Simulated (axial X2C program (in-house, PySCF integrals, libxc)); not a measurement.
**Correcting the dissociation energy of TcBr for spin–orbit coupling**

A spin-free CCSD(T) curve (one-electron X2C) was computed with an axial X2C code built on PySCF integrals, basis Tc dyall-cv3z [12s12p8d5f3g], Br dyall-cv3z [8s9p6d4f1g] (cores contracted in-house), for the state M_S = 3, Λ = 0 (beyond evenly filled blocks: 2 × σα, π+α, π-α, δ+α, δ-α). It gives D0 = 3.067 eV to Tc + Br, which in a spin-free picture are the weighted means of the ground terms.

Correlated methods: 14 electrons correlated (number of frozen shells: Tc 4 s, 3 p, 1 d; Br 3 s, 2 p, 1 d), 296 virtual spin orbitals or spinors in MP2, 89 natural virtuals in coupled cluster.

Measured levels of the ground terms (NIST Handbook of Basic Atomic Spectroscopic Data), in cm⁻¹: Tc 6S: J = 5/2 at 0; Br 2P: J = 3/2 at 0, J = 1/2 at 3685.2.

The molecular state has Λ = 0, so it has no first-order lowering.

Task: How far does each ground level lie under the (2J+1)-weighted mean of its term?

Result: Tc: a single level, 0; Br: (4 × 0 + 2 × 3685.2)/6 = 1228 cm⁻¹.

Task: Correct D0.

Result: D0 = 3.067 + (0 − 1228)/8065.5 = 2.915 eV at CCSD(T) with these spin–orbit terms. The direct two-component run gives 2.926 eV; the difference holds second-order terms in the molecule, scalar two-electron terms, the gap between measured and computed atomic splittings (a 2c atom can miss part of its lowering) and, in coupled cluster, the truncation of each run.

Second-order spin–orbit effects in the molecule, which grow quickly with Z, are left out. The state is a single determinant with fixed occupations, the lowest that a limited PBE0 search found. De is counted from the lowest determinant-based energies of the atoms at the same level, without counterpoise correction. CCSD and (T) use frozen natural virtuals with an MP2 correction for the truncation; (T) itself is uncorrected, so its De runs slightly low. Other states lie close and PBE0, whose exact exchange favours high spin, may order them wrongly; the determinant shown need not be the ground state. The nearest other spin-free determinant of the search, M_S = 2, Λ = 0, lies 0.30 eV up at the distance of the search.
